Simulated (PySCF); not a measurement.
B3H5N3, SMILES B1[N]BNBN1 (connectivity only; charge and spin as stated), charge -1, multiplicity 1.

Geometry optimised at PBE0-D3(BJ)/def2-SVPD. The multiplicity is an assumed one; no other spin state was optimised. The isomer is the one that the SMILES or the coordinates give; other isomers of the formula were not compared.

All values below come from r2SCAN/def2-SVPD in PySCF.

Symmetry labels are those of the subgroup C2v that the program uses (full group C2v).

Computed valence orbital energies around the gap with their symmetry:
```tsv
orbital	symmetry	energy (eV)
HOMO−7	B2	-5.15
HOMO−6	A1	-4.75
HOMO−5	B1	-4.11
HOMO−4	A1	-3.37
HOMO−3	B2	-2.28
HOMO−2	A2	-2.08
HOMO−1	B1	-0.98
HOMO	A1	0.16
LUMO	A1	4.15
LUMO+1	B1	4.58
LUMO+2	B2	4.77
LUMO+3	A2	4.80
```
